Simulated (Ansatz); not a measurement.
Species: InH₂ (charge 0, doublet). 
Coordinates optimised at B3LYP-D3(BJ)/def2-TZVP (Ansatz, a first-principles code):
```xyz
3

In     0.0317     0.0067     0.0127
H     -0.4970    -1.6709    -0.2106
H     -1.0571     1.3408    -0.4101
```
Charge 0, spin multiplicity 2.

Property: atomisation energy (electronic, to ground-state atoms), in kcal/mol. Correlated levels leave the core frozen unless marked. UHF or UKS for open shells. No spin-orbit coupling. The frozen core is the preceding noble-gas configuration, with the filled d and f shells of earlier blocks. Past Kr the def2 sets carry scalar-relativistic core potentials. The coupled-cluster limit lacks core correlation, which all-electron functionals hold. Basis-set limits of correlation are two-point, X^-3; Hartree-Fock from the larger set.

```csv
level,program,atomisation energy (kcal/mol)
revPBE/def2-TZVPD,Ansatz,(withheld)
r2SCAN0/def2-TZVPD,Ansatz,100.7
LC-wPBE-D4/def2-TZVPD,Ansatz + dftd4,101.4
wB97M-V/def2-TZVPD,Ansatz,(withheld)
B2GP-PLYP/def2-TZVPD,Ansatz,(withheld)
SCS-MP2/def2-SVPD,Ansatz,91.6
"CCSD(T)/CBS(def2-TZVPPD,def2-QZVPPD)",Ansatz,100.2
```

Problem. Some entries are withheld; supply them.

Solution. 
- revPBE/def2-TZVPD, atomisation energy (kcal/mol): 93.4
- wB97M-V/def2-TZVPD, atomisation energy (kcal/mol): 100.6
- B2GP-PLYP/def2-TZVPD, atomisation energy (kcal/mol): 95.9
